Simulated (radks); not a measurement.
Results of a calculation; reference values are marked as such.
The mean radii <r> (bohr) of the occupied orbitals of an atom or ion are listed with their occupations. Level of theory: scalar-relativistic Kohn-Sham, LDA (Slater exchange, Perdew-Wang correlation), spin-polarised, spherical densities, finite nucleus; Fermi nuclear charge, rms radius of each element as measured or else 0.836 A^(1/3) + 0.57 fm (a radial shooting solver on a logarithmic mesh with Libxc functionals).

orbital  occ.     <r>
1s          2  0.1762
2s          2  0.8064

Name the element and its charge. Open shells, if any, are filled with parallel spins first.

Answer. Z = 9, fluorine, charge +5: F5+ in [He] 2s2. The 1s radius gives Z: for a bare nucleus <r> = (2 gamma + 1)/(2Z) with gamma = sqrt(1 - (Z/c)^2), 0.1664 bohr for Z = 9, and screening makes it slightly larger (0.1762 here). The occupations add up to 4, and the charge is Z minus that.
